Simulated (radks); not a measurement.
The arsenic ion As4+, configuration [Ar] 3d10 4s1 (the NIST ground configuration). Method: scalar-relativistic Kohn-Sham, RPBE, spin-polarised, spherical densities, finite nucleus; open shells are filled with parallel spins first; Fermi nuclear charge, rms radius 4.0968 fm; computed with a radial shooting solver on a logarithmic mesh with Libxc functionals.

X-ray form factor f0, the Fourier transform of the density (f0(0) = 29):

sin(theta)/lambda (1/angstrom),f0 (electrons)
0.05,28.771
0.1,28.113
0.15,27.100
0.2,25.830
0.25,24.400
0.3,22.890
0.4,19.854
0.5,17.015
0.6,14.515
0.8,10.729
1,8.406
1.25,6.820
1.5,5.915
2,4.603
